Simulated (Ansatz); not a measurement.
BeH3N (SMILES [BeH][NH2]) moved off its minimum; all values from Ansatz (a program for electronic structure), cores frozen in correlated methods.
(charge 0, multiplicity 1)
```xyz
5

Be    -0.54319    -0.06256    -0.75881
H     -1.31052    -0.24763    -1.71816
N      0.32173     0.07272     0.43335
H      0.92130    -0.70569     0.73682
H      0.31223     0.82012     0.97446
```

| level | largest force (eV/Å) | on atom | rms difference from CCSD(T)/aug-cc-pVTZ (eV/Å) | dipole (D) |
|---|---|---|---|---|
| HF/def2-TZVPP | 5.30 | N3 | 0.283 | 1.29 |
| PBE/def2-TZVPP | 5.50 | N3 | 0.141 | 1.57 |
| r2SCAN/def2-TZVPP | 5.42 | N3 | 0.090 | 1.52 |
| B3LYP/def2-TZVPP | 5.40 | N3 | 0.083 | 1.48 |
| wB97M-V/def2-TZVPP | 5.40 | N3 | 0.067 | 1.45 |
| MP2/aug-cc-pVTZ | 5.36 | N3 | 0.045 | 1.27 |
| CCSD(T)/aug-cc-pVTZ | 5.37 | N3 | 0.000 | 1.27 |

The differences count from one level among others, with limits of its own. Forces at CCSD(T)/aug-cc-pVTZ (eV/Å):

```tsv
atom	Fx	Fy	Fz
Be1	0.379	-0.008	0.516
H2	-1.009	-0.188	-1.367
N3	0.628	-4.652	-2.605
H4	-0.385	0.971	0.095
H5	0.386	3.877	3.362
```
